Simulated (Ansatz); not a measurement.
Relaxation of AlBrCl₂H₂ (6 atoms, charge 0, multiplicity 1), to a largest force component of 0.03 eV/Å in at most 50 steps.

Theory: RKS PBE-D4/def2-SVP in Ansatz.

```xyz
6
Properties=species:S:1:pos:R:3
Al -0.002 0.236 -0.077
H 0.004 0.270 1.492
Cl 1.817 0.289 -1.124
Cl -1.831 0.237 -1.107
Br 0.107 -3.011 1.481
H 0.060 -1.553 1.870
```

Where does it end, and by what steps?

The forces met the threshold. After 11 steps the energy has fallen by 0.271 eV; Br5 moved furthest, 0.74 Å. Joined: Al1–Br5 (3.60 → 2.81 Å).

```json
{"step": "0", "energy less start (eV)": "0.0000", "largest force component (eV/Å)": "1.227", "accepted": "yes"}
{"step": "1", "energy less start (eV)": "-0.0657", "largest force component (eV/Å)": "0.182", "accepted": "yes"}
{"step": "2", "energy less start (eV)": "-0.0808", "largest force component (eV/Å)": "0.430", "accepted": "yes"}
{"step": "3", "energy less start (eV)": "-0.1562", "largest force component (eV/Å)": "0.393", "accepted": "yes"}
{"step": "4", "energy less start (eV)": "-0.1503", "largest force component (eV/Å)": "0.552", "accepted": "no"}
{"step": "5", "energy less start (eV)": "-0.1712", "largest force component (eV/Å)": "0.174", "accepted": "yes"}
{"step": "6", "energy less start (eV)": "-0.1845", "largest force component (eV/Å)": "0.252", "accepted": "yes"}
{"step": "7", "energy less start (eV)": "-0.2088", "largest force component (eV/Å)": "0.275", "accepted": "yes"}
{"step": "8", "energy less start (eV)": "-0.2355", "largest force component (eV/Å)": "0.488", "accepted": "yes"}
{"step": "9", "energy less start (eV)": "-0.2666", "largest force component (eV/Å)": "0.107", "accepted": "yes"}
{"step": "10", "energy less start (eV)": "-0.2696", "largest force component (eV/Å)": "0.051", "accepted": "yes"}
{"step": "11", "energy less start (eV)": "-0.2709", "largest force component (eV/Å)": "0.022", "accepted": "yes"}
```

```xyz
6
Properties=species:S:1:pos:R:3
Al 0.007 0.148 0.004
H 0.003 0.743 1.473
Cl 1.805 0.098 -1.120
Cl -1.802 0.016 -1.096
Br 0.072 -2.493 0.952
H 0.071 -2.044 2.321
```

Run time: 18 s on 2 threads of Arm Neoverse V2, with other jobs on the host, peak memory 0.14 GiB.
